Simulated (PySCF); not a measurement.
How methods differ on the excitation energy of Cu

Cu [Ar] 3d10 4s1 (2S) → Cu [Ar] 3d9 4s1 4p1 (high-spin determinant), as a difference of total energies. All numbers are calculated (PySCF 2.14, the spin-free X2C one-electron Hamiltonian (Gaussian nucleus), in x2c-TZVPPall). Correlated levels: valence: [Ar] frozen; valence and next inner shell: [Ne] frozen. The calculations carry no spin-orbit coupling.

| method | excitation energy (eV) |
| --- | --- |
| UHF | 2.363 |
| LDA | 6.391 |
| PBE | 5.870 |
| PBE0 | 5.126 |
| r2SCAN | 5.151 |
| wB97X | 5.621 |
| M06 | 6.147 |
| BHandHLYP | 4.606 |
| M06-L | 5.453 |
| MP2 (valence) | 5.761 |
| SCS-MP2 (valence) | 5.429 |
| MP2 (valence and next inner shell) | 6.386 |
| SCS-MP2 (valence and next inner shell) | 5.910 |

Question: How much does correlation contribute at MP2 (valence and next inner shell)?

Answer: 6.386 − (2.363) = 4.023 eV, measured against UHF.

A first-order spin-orbit estimate (lowest level to lowest level, LS coupling) adds -0.078 eV.

The basis was made for the ground configuration and has no added diffuse functions, so the excitation energy can come out too high.

The determinant of the upper state mixes LS terms, which raises its energy above the lowest term, most at the Hartree-Fock and MP2 levels.
